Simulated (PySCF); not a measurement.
**Two-photon absorption: `N1=C2C(=NS1)N=CC=N2`, C4H2N4S**

Geometry (Å), atoms numbered from 1 in this order:
```xyz
11

C    -1.4337   -0.4232    0.9323
C    -1.6245   -0.5966   -0.4834
N    -0.6746   -0.4501   -1.3652
C     0.5256   -0.1165   -0.8377
N     1.6322    0.0832   -1.5504
S     2.7915    0.4547   -0.4770
N     1.9653    0.3843    0.9181
C     0.7179    0.0575    0.5873
N    -0.2912   -0.1028    1.4738
H    -2.2910   -0.5660    1.6012
H    -2.6215   -0.8669   -0.8514
```

The calculation used PySCF, TDDFT CAM-B3LYP/aug-cc-pVDZ excited states, vertical, gas phase. Geometry: PBE0-D3(BJ)/def2-SVP.

(1) Give the one- and two-photon strengths of the lowest singlets.

Results:

(1) δ for parallel linear polarisation; σ at the peak of a Lorentzian of half width 0.1 eV, single beam; Ω is circular over linear.
| state | E (eV) | f | photon λ (nm) | δ (au) | σ (GM) | Ω | main |
| --- | --- | --- | --- | --- | --- | --- | --- |
| S1 | 3.23 | 0.001 | 767 | 0.3 | 0.00 | 1.50 | HOMO→LUMO 0.96 |
| S2 | 4.46 | 0.328 | 556 | 20.1 | 0.15 | 0.29 | HOMO−1→LUMO 0.94 |
| S3 | 4.51 | 0.000 | 550 | 1.04 | 0.01 | 1.50 | HOMO−3→LUMO 0.94 |
| S4 | 4.74 | 0.046 | 523 | 0.9 | 0.01 | 1.50 | HOMO−2→LUMO 0.96 |
| S5 | 5.20 | 0.000 | 477 | 4.26 | 0.04 | 1.50 | HOMO−4→LUMO 0.65, HOMO→LUMO+3 0.29 |
| S6 | 5.66 | 0.008 | 438 | 6.82 | 0.08 | 1.50 | HOMO→LUMO+2 0.81, HOMO−6→LUMO 0.14 |

Among these, the strongest one-photon state is S2, the strongest two-photon state S2, with a dipole change of 0.6 D (relaxed, norm of the difference vector).
